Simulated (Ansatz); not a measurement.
Reaction (ligand exchange at the Si–O bond): `[SiH3][O][Al]([SH])[SH]` + `B[SiH2]N` → `B[SiH2]N[SiH3]` + `[OH][Al]([SH])[SH]`

Isolated molecules relaxed with PBE0-D4/def2-TZVP in Ansatz; ΔE leaves out vibrations. CBS: MP2 limit from def2 TZ/QZ plus the TZ coupled-cluster correction, frozen cores. Functionals use def2-TZVPP. Each species was taken in one conformer, which may not be the lowest.

```csv
species,revPBE energy (Eh)
`[SiH3][O][Al]([SH])[SH]`,-1406.51430
`B[SiH2]N`,-372.63474
`B[SiH2]N[SiH3]`,-663.29052
`[OH][Al]([SH])[SH]`,-1115.83905
```

Work out ΔE.

ΔE = (-663.29052) + (-1115.83905) − (-1406.51430) − (-372.63474) = 0.01947 Eh = +51.1 kJ/mol. CCSD(T)/CBS gives +55.2 kJ/mol.

Largest T1 diagnostic among the species: 0.012.

From PBE to PBE0 (25 % exact exchange), in def2-TZVPP and without D4, ΔE moves by +3.3 kJ/mol. Leaving LDA and LC-ωPBE aside and taking each functional with its dispersion term where it has one, the values, not all of them listed here, spread over 16.8 kJ/mol, from revPBE-D4 to BHLYP-D4. In def2-TZVPP, CCSD(T) changes the Hartree–Fock value by −15.4 kJ/mol (the triples alone add −2.4 kJ/mol) and MP2 by −15.8 kJ/mol.
